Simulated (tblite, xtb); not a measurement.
C$_{5}$H$_{4}$N (SMILES [c-]1cccnc1), charge -1, singlet, at a GFN2-xTB geometry. Base run: GFN1-xTB (xtb).

Geometry (Å):
```xyz
10

N     -0.0160    -0.0296     1.3837
C      0.0156    -0.0658    -1.3699
C     -0.0052     1.1054     0.6961
C     -0.0105    -1.1566     0.6638
C      0.0051    -1.3338    -0.7377
C      0.0108     1.1430    -0.6869
H      0.0283    -0.0251    -2.4685
H     -0.0097     2.0252     1.2907
H     -0.0202    -2.0515     1.3051
H      0.0192     2.1055    -1.2057
```
Charge -1, spin multiplicity 1.
All else is at xtb's defaults.
Base energy -16.03021 Eh.

Programs used: tblite, xtb; a row that names a program was run with it.

Variants of this job, named by their change:

```json
[
 {"change": "base", "ΔE vs base (kcal/mol)": "0.000", "HOMO-LUMO gap (eV)": "2.18", "SCF cycles": "10"},
 {"change": "program = tblite; method = gfn1; option = (--efield, 0,0,0.1)", "ΔE vs base (kcal/mol)": "-0.249", "HOMO-LUMO gap (eV)": "-", "SCF cycles": "-"},
 {"change": "program = tblite; method = gfn1; option = --grad", "ΔE vs base (kcal/mol)": "0.000", "HOMO-LUMO gap (eV)": "-", "SCF cycles": "-"},
 {"change": "acc = 0.1", "ΔE vs base (kcal/mol)": "0.000", "HOMO-LUMO gap (eV)": "2.18", "SCF cycles": "12"},
 {"change": "acc = 1000", "ΔE vs base (kcal/mol)": "0.000", "HOMO-LUMO gap (eV)": "2.18", "SCF cycles": "6"},
 {"change": "etemp = 5000", "ΔE vs base (kcal/mol)": "-3.33", "HOMO-LUMO gap (eV)": "2.32", "SCF cycles": "10"},
 {"change": "program = tblite; method = gfn1", "ΔE vs base (kcal/mol)": "0.000", "HOMO-LUMO gap (eV)": "-", "SCF cycles": "-"},
 {"change": "program = tblite; method = gfn1; option = (--etemp, 2000)", "ΔE vs base (kcal/mol)": "-0.030", "HOMO-LUMO gap (eV)": "-", "SCF cycles": "-"},
 {"change": "file = coord", "ΔE vs base (kcal/mol)": "0.000", "HOMO-LUMO gap (eV)": "2.18", "SCF cycles": "10"},
 {"change": "alpb = thf", "ΔE vs base (kcal/mol)": "-49.21", "HOMO-LUMO gap (eV)": "2.19", "SCF cycles": "10"}
]
```

ALPB and GBSA are two models with their own fitted parameters for each solvent, which aren't always the measured dielectric constant.
